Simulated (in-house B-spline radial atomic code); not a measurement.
How G0W0 and RPA depend on the start: the gallium ion Ga²⁺

Configuration [Ar] 3d10 4s1, highest spin. Computed with a B-spline radial code for spherical atoms: all electrons, scalar-relativistic (spin-free one-electron X2C), finite nucleus, each spin shell either full or empty, empty states to l = 9 with an (l + 1/2)⁻⁴ tail; G0W0 by contour deformation at full frequency.

RPA overbinds a lone outer s electron by self-correlation, and G0W0 tends to as well.

```csv
start,mean-field 4s up (eV),G0W0 (eV),QP weight,RPA correlation (Eh)
Hartree-Fock,-29.748,-31.01,0.977,-2.0086
LDA VWN5,-27.017,-31.68,0.953,-2.2311
PBE,-26.685,-31.62,0.951,-2.2258
PBE0,-27.599,-31.45,0.961,-2.1636
r2SCAN,-27.047,-31.55,0.959,-2.1868
HSE06,-27.303,?,?,?
B3LYP (VWN-RPA),-27.630,-31.53,0.960,-2.1786
SCAN,-27.194,-31.57,0.959,-2.1865
TPSS,-26.584,-31.61,0.952,-2.2145
BHandHLYP,-28.561,-31.33,0.968,-2.1097
CAM-B3LYP,-29.218,-31.48,0.968,-2.1543
LC-wPBE,-30.50,-31.48,0.973,-2.1541
wB97X,-29.807,-31.40,0.972,-2.1417
PBEsol,-26.720,-31.64,0.952,-2.2273
BLYP,-26.750,?,?,?
r2SCAN0,-27.914,-31.40,0.965,-2.1382
LDA exchange-only,-26.061,-31.72,0.951,-2.2321
```

Problem. What G0W0 level, weight and RPA correlation energy follow from the BLYP start?

Solution. G0W0 level -31.67 eV, weight 0.952, RPA correlation -2.229 hartree.

Problem. What G0W0 level, weight and RPA correlation energy follow from the HSE06 start?

Solution. G0W0 level -31.49 eV, weight 0.959, RPA correlation -2.1691 hartree.

Problem. How much of the dependence on the start does G0W0 remove?

Solution. The mean-field levels span 4.44 eV and the G0W0 levels 0.713 eV. Against 30.726 eV (NIST, measured) the G0W0 removal energies are off by +0.28 to +1.00 eV, with spin-orbit coupling, Breit and QED terms left out.
